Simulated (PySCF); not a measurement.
# Polarisability and C₆ of Ni (nickel, neutral)

[Ar] 3d8 4s2, high-spin 3F determinant. Computed with PySCF 2.14 in aug-cc-pwCVTZ (10s9p7d4f3g, 127 functions), with the non-relativistic Hamiltonian (point nucleus). Coupled (time-dependent) response in atomic units; α is the mean over directions.

```csv
method,mean α (bohr³),C₆ (like pair),S(−4)
PBE0,52.34,427.4,1451
```

S(−4) is the Cauchy moment in α(ω) = α(0) + S(−4) ω² + …

Reference α: 49 ± 3 bohr³ (recommended; Schwerdtfeger and Nagle, table of static dipole polarizabilities (2023 update)). Published C₆: 373.0 (Chu and Dalgarno (2004); Tang, Norbeck and Certain (1976)).

α(iu) at PBE0:

```
u (hartree)  α(iu) (bohr³)
          0          52.34
     0.0500          48.98
      0.100          41.28
      0.200          26.17
      0.300          17.01
      0.500          8.877
      0.750          5.202
       1.00          3.601
       1.50          2.172
       2.00          1.509
       3.00         0.8812
       5.00         0.4247
```

A single London oscillator, α(iu) = α/(1 + u²/ω²), gives C₆ = (3/4) ω α². Matching the computed C₆ needs ω = 4 × 427.4 / (3 × 52.34²) = 0.208 hartree.
